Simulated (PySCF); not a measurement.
Species: C5H10NO (doublet state).
Numbering: `[CH2:1]1[CH2:2][CH2:3][O:4][CH2:5][N:6][CH2:7]1` (hydrogens: H8, H9 on C1; H10, H11 on C2; H12, H13 on C3; H14, H15 on C5; H16, H17 on C7)

Computed, not measured: UKS B3LYP, pcH-1 on C H N O, non-relativistic, mean-field spin-orbit, GIAO (PySCF). The structure is a single GFN2-xTB conformer in the gas phase; no vibrational or solvent corrections. A GFN2-xTB geometry isn't a minimum of the functional, and hyperfine couplings can be far from their values at a DFT geometry. No stability test was run, so a lower SCF solution isn't excluded.

Match the computed a_iso(13C) values +73.9, -39.8, -30.9, +4.6, -2.9 MHz with the sites C1; C2; C3; C5; C7.

| site | a_iso (MHz) | ρ(0) (bohr⁻³) | position | distance from N6 (Å) | spin population | largest \|T\| (MHz) |
| --- | --- | --- | --- | --- | --- | --- |
| C1 | +73.9 | +0.0657 | 2 bonds from N6 | 2.48 | +0.06 | 14.1 |
| C2 | -2.9 | -0.0026 | 3 bonds from N6 | 3.21 | 0.00 | 1.2 |
| C3 | +4.6 | +0.0041 | 3 bonds from N6 | 3.01 | 0.00 | 1.3 |
| C5 | -39.8 | -0.0354 | 1 bond from N6 | 1.39 | -0.07 | 4.8 |
| C7 | -30.9 | -0.0275 | 1 bond from N6 | 1.41 | -0.06 | 4.3 |

ρ(0) is the spin density at the nucleus and T the dipolar tensor; entries for several nuclei are means. The largest Mulliken spin populations are on N6 (+0.87), H14 (+0.07), C5 (-0.07) and C7 (-0.06). N6 is the only atom above +0.15.

The spin density at the nucleus, in bohr⁻³, is negative for C5 (-0.0354), C7 (-0.0275) and C2 (-0.0026), for instance. A restricted open-shell determinant has no negative spin density anywhere; here it arises because α and β orbitals differ (spin polarisation).

Class means assume fast exchange of nuclei equivalent by connectivity; if that motion is slow, each nucleus keeps its own coupling. The 1H value of +54.9 MHz is a mean of couplings from 5.3 to 104.5 MHz in this one geometry, not an average over conformers. The 1H value of +151.8 MHz is a mean of couplings from 132.6 to 170.9 MHz in this one geometry, not an average over conformers.
